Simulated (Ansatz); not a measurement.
Reaction (formal hydrolysis of the In–Cl bond): `[Cl][In]([Br])[Br]` + H₂O → `[OH][In]([Br])[Br]` + HCl

Calculated with Ansatz (gas phase, PBE0-D4/def2-TZVP geometries, no zero-point term in ΔE). CBS: MP2 limit from def2 TZ/QZ plus the TZ coupled-cluster correction, frozen cores. This one scheme is used for every species. DFT in def2-TZVPP. B3LYP here is the variant with VWN-RPA as its local correlation; programs differ in this. def2 core potentials past Kr. For Br, In outer-core shells are correlated without core-valence functions, which leaves a few kJ/mol of doubt a bond. Scalar relativity is left out up to krypton. Each species was taken in one conformer, which may not be the lowest.

`[Cl][In]([Br])[Br]`:

Z-matrix (Å, degrees):
```
In
Cl 1 2.299
Br 1 2.434 2 119.4
Br 1 2.434 2 119.4 3 180.0
```

H₂O:

Cartesian coordinates in Å:
```
O -0.189 -0.009 -0.340
H -0.235 0.671 0.336
H 0.424 -0.662 0.005
```

`[OH][In]([Br])[Br]`:

Z-matrix (Å, degrees):
```
In
O 1 1.964
Br 1 2.431 2 119.0
Br 1 2.448 2 119.2 3 -180.0
H 2 0.962 1 111.8 3 -180.0
```

HCl:

```xyz
2

Cl    0.331   -0.188   -0.514
H    -0.331    0.188    0.514
```

```csv
level,ΔE (kJ/mol),difference from CCSD(T)/CBS
LDA (SPW92),77.7,-6.0
PBE-D4,79.5,-4.2
BLYP-D4,76.3,-7.4
r2SCAN-D4,82.4,-1.3
PBE0-D4,88.7,5.0
B3LYP-D4,84.1,0.4
r2SCAN0-D4,90.3,6.6
ωB97X-V,82.4,-1.3
r2SCAN,82.2,-1.5
PBE0,87.4,3.7
BHLYP,90.1,6.4
HF/def2-SVP,106.7,23.0
CCSD/def2-TZVPP,83.0,-0.7
CCSD(T)/def2-TZVPP,80.6,-3.1
MP2/def2-QZVPP,84.4,0.7
SCS-MP2/def2-QZVPP,82.3,-1.4
CCSD(T)/CBS,83.7,0
```

Largest T1 diagnostic among the species: 0.012.

From r2SCAN to r2SCAN0 (25 % exact exchange), in def2-TZVPP and without D4, ΔE moves by +7.7 kJ/mol. In def2-TZVPP, CCSD(T) changes the Hartree–Fock value by −18.5 kJ/mol (the triples alone add −2.5 kJ/mol) and MP2 by −16.4 kJ/mol. Leaving LDA and LC-ωPBE aside and taking each functional with its dispersion term where it has one, the values, not all of them listed here, spread over 17.2 kJ/mol, from BLYP-D4 to BHLYP-D4.
